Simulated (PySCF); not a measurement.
A geometry optimisation, step by step.

Compound: CH₇ClO₂Si₂.
SMILES with atom numbers: `[CH3:1][O:2][Si@H:3]([Cl:4])[O:5][SiH3:6]` (hydrogens: H7, H8, H9 on C1; H10 on Si3; H11, H12, H13 on Si6)

Computed by this run: PBE0-D3(BJ)/def2-SVP geometry optimisation, gas phase in PySCF; density fitting, grid level 1; the optimiser is geomeTRIC in internal coordinates, started from a GFN2-xTB structure with every atom displaced at random (about 0.01 Å). 6 of its 16 geometries are shown. The frame can shift and turn from step to step; on so coarse a grid that alone can change the energy by a few meV, and forces under 0.02 eV/Å are noise.

Step 0: E = -33498.0364 eV, largest atomic force 1.924 eV/Å
```
atom  x, y, z in Å  |  force x, y, z in eV/Å
C1     -2.364   -0.787   -0.072   -0.502   1.852   0.148
O2     -1.075   -0.334    0.133    0.158  -0.620   0.398
Si3    -0.281    0.870   -0.583    1.004   0.413   0.948
Cl4    -0.348    0.691   -2.572   -0.273  -0.104  -1.391
O5      1.258    0.724   -0.106   -0.784   0.541  -0.173
Si6     2.655   -0.050    0.187   -0.205  -0.117   0.149
H7     -3.079   -0.057    0.367   -0.064  -0.367   0.008
H8     -2.481   -1.728    0.399   -0.275  -1.369   0.600
H9     -2.601   -0.847   -1.124   -0.183  -0.300  -0.836
H10    -0.688    2.195   -0.154   -0.467   0.524  -0.002
H11     3.109   -0.631   -1.066    0.495  -0.395  -0.561
H12     2.406   -1.088    1.195    0.169  -0.388   0.351
H13     3.495    1.026    0.664    0.925   0.330   0.360
```

Step 3: E = -33498.3321 eV, largest atomic force 0.113 eV/Å
```
atom  x, y, z in Å  |  force x, y, z in eV/Å
C1     -2.407   -0.774   -0.096   -0.029   0.048  -0.053
O2     -1.109   -0.328    0.190    0.014  -0.034   0.065
Si3    -0.284    0.896   -0.522   -0.012   0.013  -0.065
Cl4    -0.448    0.672   -2.570   -0.002   0.003  -0.018
O5      1.273    0.786   -0.075   -0.004   0.103   0.047
Si6     2.699   -0.022    0.191    0.014  -0.054  -0.019
H7     -3.170   -0.080    0.300    0.006  -0.011  -0.012
H8     -2.555   -1.752    0.380   -0.007  -0.051   0.038
H9     -2.567   -0.888   -1.182   -0.008   0.010   0.005
H10    -0.805    2.235   -0.170    0.008  -0.014   0.010
H11     3.163   -0.654   -1.078    0.006  -0.005   0.002
H12     2.502   -1.070    1.232    0.009  -0.002   0.000
H13     3.705    0.972    0.657    0.004  -0.005   0.000
```

Step 6: E = -33498.3395 eV, largest atomic force 0.173 eV/Å
```
atom  x, y, z in Å  |  force x, y, z in eV/Å
C1     -2.340   -0.781   -0.095    0.058  -0.022   0.086
O2     -1.071   -0.284    0.251   -0.047   0.044  -0.151
Si3    -0.283    0.960   -0.483    0.031  -0.043   0.164
Cl4    -0.447    0.720   -2.525   -0.007  -0.014  -0.079
O5      1.283    0.900   -0.035   -0.057   0.049   0.014
Si6     2.634   -0.053    0.160    0.045  -0.046  -0.010
H7     -3.144   -0.083    0.199   -0.005   0.006   0.004
H8     -2.499   -1.730    0.438    0.001   0.018  -0.016
H9     -2.422   -0.969   -1.179    0.005  -0.002  -0.004
H10    -0.834    2.285   -0.129   -0.007   0.005  -0.009
H11     2.969   -0.732   -1.126   -0.010   0.000   0.001
H12     2.393   -1.077    1.217   -0.004   0.003   0.001
H13     3.757    0.836    0.567   -0.003   0.001  -0.002
```

Step 9: E = -33498.3457 eV, largest atomic force 0.082 eV/Å
```
atom  x, y, z in Å  |  force x, y, z in eV/Å
C1     -2.259   -0.804   -0.096   -0.015  -0.003  -0.016
O2     -1.010   -0.249    0.216    0.012  -0.004   0.036
Si3    -0.267    1.045   -0.466   -0.007  -0.004  -0.081
Cl4    -0.421    0.856   -2.522    0.006   0.011   0.053
O5      1.300    1.007   -0.011    0.034  -0.030   0.002
Si6     2.550   -0.093    0.149   -0.041   0.034   0.004
H7     -3.088   -0.149    0.227    0.003  -0.001   0.003
H8     -2.357   -1.764    0.431    0.002   0.000  -0.003
H9     -2.361   -0.987   -1.179   -0.002   0.000   0.001
H10    -0.858    2.342   -0.079    0.001   0.000   0.007
H11     2.680   -0.897   -1.101    0.001  -0.005  -0.001
H12     2.290   -1.000    1.303    0.004   0.003   0.002
H13     3.797    0.684    0.387    0.004  -0.001  -0.006
```

Step 12: E = -33498.3493 eV, largest atomic force 0.085 eV/Å
```
atom  x, y, z in Å  |  force x, y, z in eV/Å
C1     -2.190   -0.830   -0.128   -0.019   0.025  -0.049
O2     -0.945   -0.258    0.164    0.005  -0.040   0.074
Si3    -0.260    1.099   -0.454    0.022   0.067   0.012
Cl4    -0.475    1.049   -2.505   -0.009   0.003  -0.065
O5      1.323    1.060   -0.050   -0.051   0.018  -0.002
Si6     2.488   -0.119    0.155    0.053  -0.041  -0.002
H7     -3.017   -0.248    0.315    0.001  -0.004  -0.003
H8     -2.219   -1.843    0.296   -0.001  -0.025   0.019
H9     -2.357   -0.904   -1.216   -0.005   0.008   0.005
H10    -0.865    2.354    0.041   -0.001  -0.011   0.002
H11     2.329   -1.181   -0.882    0.006   0.000   0.004
H12     2.368   -0.722    1.512    0.001   0.001   0.004
H13     3.817    0.536    0.009   -0.003  -0.001   0.000
```

Step 15: E = -33498.3506 eV, largest atomic force under 0.02 eV/Å
```
atom  x, y, z in Å  |  force x, y, z in eV/Å
C1     -2.215   -0.820   -0.129    0.001  -0.006   0.003
O2     -0.964   -0.266    0.180   -0.002   0.007  -0.003
Si3    -0.264    1.080   -0.450    0.004  -0.003   0.004
Cl4    -0.486    1.020   -2.505   -0.001  -0.002  -0.002
O5      1.318    1.032   -0.052   -0.004  -0.007   0.003
Si6     2.516   -0.116    0.154    0.001   0.001  -0.002
H7     -3.039   -0.226    0.304    0.000   0.002   0.001
H8     -2.265   -1.833    0.295    0.000   0.005  -0.002
H9     -2.370   -0.889   -1.220    0.001   0.000   0.001
H10    -0.858    2.341    0.039    0.001   0.002  -0.002
H11     2.402   -1.172   -0.895   -0.002  -0.001   0.000
H12     2.396   -0.737    1.504    0.000   0.001   0.000
H13     3.826    0.578    0.032    0.001   0.000  -0.001
```

Question: Summarise the path.

Answer: The energy falls by 0.3142 eV from step 0 to step 15; nine tenths of that is first reached at step 1. It never rises by more than 0.2 meV. The largest force goes from 1.924 to under 0.02 eV/Å. Among the bonds Si3–Cl4 changes most, from 1.999 to 2.067 Å; the atoms move by 0.422 Å rms after alignment.

What follows is the cost of the whole optimisation. On an AMD EPYC 9R45 with one thread, no GPU, shared host with 96 logical CPUs at a one-minute load of 43, this took 65 s and 0.53 GiB of memory at its peak.
